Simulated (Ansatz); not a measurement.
The cluster Cs2Br2⁺. Total charge 1; doublet. Geometry PBE-D4/def2-SVP, that of the neutral singlet; atoms count from 1.

```xyz
4

Cs    2.385    0.246    0.015
Cs   -2.386   -0.235    0.028
Br    0.232   -2.267    0.581
Br   -0.230    2.256   -0.624
```

In the def2 sets Cs takes a core potential; there is no spin–orbit coupling. The structure comes from a short search, and lower isomers may exist.

Estimate the Mulliken populations from the PBE0/def2-TZVP orbitals of Ansatz.


```json
{"atom": "Cs1", "charge (e)": "0.88", "spin (α − β)": "-0.01"}
{"atom": "Cs2", "charge (e)": "0.88", "spin (α − β)": "-0.01"}
{"atom": "Br3", "charge (e)": "-0.38", "spin (α − β)": "0.51"}
{"atom": "Br4", "charge (e)": "-0.38", "spin (α − β)": "0.51"}
```
Mulliken values and Mayer orders depend strongly on the basis.

Where does the spin sit?

Summed by element: Cs -0.02, Br 1.02, of 1 unpaired in all. Largest on single atoms: Br4 0.51, Br3 0.51, Cs1 -0.01.
